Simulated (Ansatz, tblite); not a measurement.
Removing and adding an electron: S-phenylthianthrenium trifluoroacetate (C₂₀H₁₃F₃O₂S₂). The state is a singlet with charge 0. Geometry: r2SCAN-D4/def2-SVP. Ansatz, gas phase; energy differences of separate SCF runs; the oxidised species was run as a doublet alone; the reduced species was run as a doublet alone.

| atom | x (Å) | y (Å) | z (Å) |
| --- | --- | --- | --- |
| O1 | 1.671 | 2.359 | 1.525 |
| C2 | 0.936 | 2.973 | 0.756 |
| O3 | 0.132 | 2.512 | -0.120 |
| C4 | 0.934 | 4.522 | 0.787 |
| F5 | 1.356 | 5.019 | -0.395 |
| F6 | -0.307 | 5.001 | 1.000 |
| F7 | 1.728 | 5.018 | 1.741 |
| C8 | -2.499 | 0.219 | -3.467 |
| C9 | -2.576 | -0.722 | -2.433 |
| C10 | -1.613 | -0.733 | -1.423 |
| C11 | -0.582 | 0.212 | -1.464 |
| S12 | 0.720 | 0.224 | -0.225 |
| C13 | 1.250 | -1.539 | -0.355 |
| C14 | 1.188 | -2.252 | -1.557 |
| C15 | 1.838 | -3.484 | -1.670 |
| C16 | 2.551 | -4.003 | -0.585 |
| C17 | 2.611 | -3.297 | 0.617 |
| C18 | 1.972 | -2.053 | 0.735 |
| S19 | 2.147 | -1.154 | 2.253 |
| C20 | 0.524 | -0.468 | 2.419 |
| C21 | -0.079 | -0.454 | 3.684 |
| C22 | -1.334 | 0.130 | 3.854 |
| C23 | -2.006 | 0.692 | 2.763 |
| C24 | -1.419 | 0.687 | 1.497 |
| C25 | -0.158 | 0.108 | 1.341 |
| C26 | -0.499 | 1.170 | -2.478 |
| C27 | -1.465 | 1.159 | -3.488 |
| H28 | -3.256 | 0.223 | -4.256 |
| H29 | -3.389 | -1.453 | -2.411 |
| H30 | -1.658 | -1.470 | -0.616 |
| H31 | 0.645 | -1.843 | -2.413 |
| H32 | 1.789 | -4.034 | -2.614 |
| H33 | 3.058 | -4.968 | -0.670 |
| H34 | 3.148 | -3.705 | 1.478 |
| H35 | 0.447 | -0.907 | 4.529 |
| H36 | -1.792 | 0.144 | 4.846 |
| H37 | -2.985 | 1.158 | 2.897 |
| H38 | -1.900 | 1.177 | 0.650 |
| H39 | 0.285 | 1.928 | -2.445 |
| H40 | -1.414 | 1.904 | -4.287 |

The xTB rows come from tblite. Single mean-field runs in def2-TZVP are fitted with def2-universal-jkfit. HOMO above LUMO, or a gap near zero within one spin, warns that the state may not be the lowest or that an electron is smeared out. In the singlet geometry the species has come apart into loosely held pieces. In the doublet geometry the species has come apart into loosely held pieces.

```csv
level,−HOMO (eV),vertical IE (eV),−LUMO (eV),vertical EA (eV),HOMO–LUMO gap (eV),IE − EA (eV),remarks
GFN1-xTB,11.11,13.41,8.48,6.51,2.64,6.89,–
GFN2-xTB,10.43,12.48,7.67,5.75,2.76,6.74,–
PBE-D4/def2-TZVP,5.16,7.47,2.54,0.75,2.62,6.72,"HOMO above zero (-1 doublet), gap within one spin near zero (+1 doublet)"
BLYP-D4/def2-TZVP,5.07,7.39,2.36,0.63,2.71,6.76,"HOMO above zero (-1 doublet), gap within one spin near zero (+1 doublet)"
PBE0-D4/def2-TZVP,6.66,8.00,1.73,0.53,4.93,7.47,HOMO above zero (-1 doublet)
```

Relaxing the reduced species (r2SCAN-D4/def2-SVP) changes its energy by -0.33 eV at PBE-D4/def2-TZVP, so the adiabatic electron affinity to this nearest minimum is 1.09 eV. At PBE0-D4/def2-TZVP it is 0.87 eV. The highest occupied level of the relaxed charge -1 doublet lies above zero (up to 0.44 eV). By energy differences its removal costs 1.09 eV (each at its own geometry, to the charge 0 singlet, at PBE-D4/def2-TZVP); self-interaction error and the lack of diffuse functions both raise the level.     A HOMO above zero means that the electron is unbound at that level or that self-interaction error raises the level; the energy of removing that electron tells which. Raw xTB energy differences between charge states are shifted by several eV; the methods need an empirical correction for them. Sets without diffuse functions give affinities that are too small.
